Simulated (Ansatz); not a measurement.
Cost and result for the atomization energy of `C[CH2][In-]([SeH2+])([CH2]C)[CH2]C` (25 atoms, 24 bonds).

Cartesian coordinates in Å:
```
C -0.945 -0.390 2.637
C -0.874 0.718 1.595
In 0.212 0.172 -0.227
Se 2.916 0.311 1.156
C 0.555 1.687 -1.763
C -0.428 2.851 -1.714
C 0.425 -1.965 -0.653
C -0.829 -2.575 -1.272
H 0.049 -0.710 2.968
H -1.492 -0.088 3.538
H -1.440 -1.283 2.244
H -1.883 1.017 1.292
H -0.417 1.619 2.016
H 2.352 -0.300 2.366
H 3.330 -1.001 0.645
H 1.580 2.053 -1.642
H 0.525 1.197 -2.740
H -0.408 3.359 -0.745
H -0.217 3.607 -2.479
H -1.458 2.519 -1.873
H 0.668 -2.477 0.284
H 1.281 -2.106 -1.319
H -1.699 -2.468 -0.616
H -0.716 -3.646 -1.476
H -1.087 -2.097 -2.222
```

Total charge 0; spin multiplicity 1. Correlated methods include outer-core shells of In, Se, which these sets cover unevenly. Scalar relativity is left out up to krypton. In: def2 effective core potential. The structure was optimised at the PBE0-D4/def2-TZVP level. It is one conformer, not always the lowest. Program: Ansatz. All runs use 4 threads of an AMD EPYC 7R13 on a shared host and a share of an NVIDIA H100 80 GB. Times are those of one run each, without the atoms' runs, and a repeat can differ threefold. Electronic energies, without spin–orbit coupling; frozen cores. CCSD(T)/CBS adds CCSD(T) − MP2 in def2-TZVPP to the MP2 limit, and its time is that of the two runs behind it. T1 = 0.010. With those shells the extrapolation isn't a true limit.

CCSD(T)/CBS is a level of theory with its own doubt, some kJ/mol a heavy atom from the limit and from the frozen cores, so smaller differences don't rank the functionals.

```json
{"level": "BLYP-D4/def2-TZVPP", "functions": "522", "wall time": "5.5 s", "atomization (kcal/mol)": "2101.3", "difference from CCSD(T)/CBS": "-25.2", "per bond": "-1.0"}
{"level": "revPBE-D4/def2-TZVPP", "functions": "522", "wall time": "6 s", "atomization (kcal/mol)": "2100.9", "difference from CCSD(T)/CBS": "-25.6", "per bond": "-1.1"}
{"level": "BHLYP-D4/def2-TZVPP", "functions": "522", "wall time": "6 s", "atomization (kcal/mol)": "2074.8", "difference from CCSD(T)/CBS": "-51.7", "per bond": "-2.2"}
{"level": "CCSD(T)/def2-SVP", "functions": "227", "wall time": "6.5 s", "atomization (kcal/mol)": "2030.7", "difference from CCSD(T)/CBS": "-95.8", "per bond": "-4.0"}
{"level": "PBE-QIDH/def2-TZVPP", "functions": "522", "wall time": "6.5 s", "atomization (kcal/mol)": "2112.3", "difference from CCSD(T)/CBS": "-14.2", "per bond": "-0.6"}
{"level": "ωB97X-V/def2-TZVPP", "functions": "522", "wall time": "7 s", "atomization (kcal/mol)": "2122.5", "difference from CCSD(T)/CBS": "-4.0", "per bond": "-0.2"}
{"level": "B97M-V/def2-TZVPP", "functions": "522", "wall time": "7.5 s", "atomization (kcal/mol)": "2118.6", "difference from CCSD(T)/CBS": "-7.9", "per bond": "-0.3"}
{"level": "r2SCAN-D4/def2-TZVPP (with forces)", "functions": "522", "wall time": "8 s", "atomization (kcal/mol)": "2121.9", "difference from CCSD(T)/CBS": "-4.6", "per bond": "-0.2"}
{"level": "B2PLYP/def2-TZVPP", "functions": "522", "wall time": "8 s", "atomization (kcal/mol)": "2093.0", "difference from CCSD(T)/CBS": "-33.5", "per bond": "-1.4"}
{"level": "ωB97M-V/def2-TZVPP (with forces)", "functions": "522", "wall time": "15 s", "atomization (kcal/mol)": "2121.9", "difference from CCSD(T)/CBS": "-4.6", "per bond": "-0.2"}
{"level": "MP2/def2-QZVPP", "functions": "1023", "wall time": "23 s", "atomization (kcal/mol)": "2116.0", "difference from CCSD(T)/CBS": "-10.5", "per bond": "-0.4"}
{"level": "CCSD(T)/def2-TZVPP", "functions": "522", "wall time": "2.3 min", "atomization (kcal/mol)": "2080.8", "difference from CCSD(T)/CBS": "-45.7", "per bond": "-1.9"}
{"level": "CCSD(T)/CBS(def2)", "functions": "–", "wall time": "2.7 min", "atomization (kcal/mol)": "2126.5", "difference from CCSD(T)/CBS": "0.0", "per bond": "0.0"}
```

In def2-TZVPP, CCSD(T) changes the Hartree–Fock value by +501.3 kcal/mol (the triples alone add +26.0 kcal/mol) and MP2 by +509.8 kcal/mol; breaking electron pairs costs correlation energy, which Hartree–Fock lacks. At CCSD(T), def2-SVP lies −95.8 kcal/mol from the extrapolated value and def2-TZVPP −45.7 kcal/mol: correlation converges slowly with the basis, and small sets miss more of it in the bonded molecule than in its fragments. From PBE to PBE0 (25 % exact exchange), in def2-TZVPP and without D4, the atomization energy moves by −18.7 kcal/mol: exact exchange takes away binding that semilocal exchange gives to molecules.

Spin–orbit coupling would lower the free In atoms strongly, and the atomization energy with them, by more than many differences here. For some Ge, Se and Sn compounds the MP2-based and the directly extrapolated limit differ by 10 to 25 kJ/mol.
